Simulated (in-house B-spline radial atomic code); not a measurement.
The numbers below are computed, except where a source is named.
Hf in an electron gas of r_s = 1.8: phase shifts, screening and friction

A nucleus sits in a uniform electron gas with a rigid positive background. The Kohn-Sham equations are solved self-consistently in the spin-unpolarised LDA (PW92), non-relativistic, on B-splines with outgoing waves at the boundary and partial waves to l = 8. The model has no lattice, no bands and no magnetic solution. Atomic units; δ_l are the phase shifts at the Fermi level, counted so that each bound state adds π, and good to about 0.0005. Heavy atoms are models without relativity.

The density parameter is r_s = 1.8 bohr.

| l | δ_l (rad) |
| --- | --- |
| 0 | 14.4856 |
| 1 | 11.9788 |
| 2 | 7.9455 |
| 3 | 3.2377 |
| 4 | 0.0224 |
| 5 | 0.0049 |
| 6 | 0.0009 |
| 7 | 0.0000 |
| 8 | -0.0002 |

Bound levels below the band bottom (hartree): p -12.22, d -6.93, s -1.337, p -0.5601, f -0.1298 and deeper ones.

Question: Check the Friedel sum rule, and say where the screening charge sits.

Answer: k_F = (9π/4)^(1/3)/r_s = 1.06620. The rule is Z = (2/π) Σ (2l + 1) δ_l. The terms are s 9.222, p 22.878, d 25.291, f 14.428 and 0.168 beyond, in all 71.987 against Z = 72. Bound states hold 10 s, 24 p, 20 d and 14 f electrons, so the scattering states carry 3.99 in all; where a term is smaller than its bound count, the bound level has drawn weight out of the band.

Question: Find the transport cross section and the electronic stopping of a 1 keV Hf ion (mass 178.49 u).

Answer: σ_tr = (4π/k_F²) Σ (l + 1) sin²(δ_l − δ_(l+1)). The terms for l = 0 to 3 are 0.3517, 1.2110, 2.9999, 0.0217, all together 4.5859, so σ_tr = 11.054 × 4.5859 = 50.695 bohr². With n = 3/(4π r_s³) = 0.04093, the friction coefficient is Q = n k_F σ_tr = 2.2126. For v well below v_F = 1.066, dE/dx = Q v; with 24801 eV per u at v = 1, v = √(1000/(24801 × 178.49)) = 0.0150, so dE/dx = 0.03325 hartree/bohr = 17.1 eV/nm. The largest term couples the d and f waves.
